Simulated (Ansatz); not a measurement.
System: C2H2O (charge 0, singlet). 
Structure (B3LYP-D3(BJ)/def2-TZVP (Ansatz, a quantum-chemistry and plane-wave program) minimum search):
```xyz
5

C     -0.5598    -0.3894    -0.1406
C      0.6961    -0.5349    -0.0506
O     -0.1265     0.8836     0.1831
H     -1.5447    -0.7845    -0.3237
H      1.7394    -0.7389     0.0057
```

Quantity: vertical ionisation energy (to the doublet state of charge +1; each state is the SCF solution reached for its spin; the UHF <S^2> is 0.86 for the doublet (pure: 0.75); for the singlet the Hartree-Fock reference is unstable and T1 is 0.018), in eV. Cores are frozen in the correlated levels unless marked. Open shells are spin-unrestricted. Spin-orbit coupling is left out. No relativistic terms. CBS marks a two-point X^-3 extrapolation of the correlation energy; Hartree-Fock from the larger set. [CCSD(T)-MP2]/basis is that difference in the basis named.

RI-MP2/CBS(aug-cc-pVTZ,aug-cc-pVQZ)+[CCSD(T)-MP2]/aug-cc-pVTZ (Ansatz) gives 9.06 eV.

Problem. Another calculation gave 8.86 eV. Which level was it?
A. BHLYP/def2-TZVPD (Ansatz)
B. SVWN5/def2-TZVPD (Ansatz)
C. wB97M-V/def2-TZVPD (Ansatz)

Solution. C, wB97M-V/def2-TZVPD (Ansatz). The others give 8.70 (BHLYP), 9.09 (SVWN5) eV.
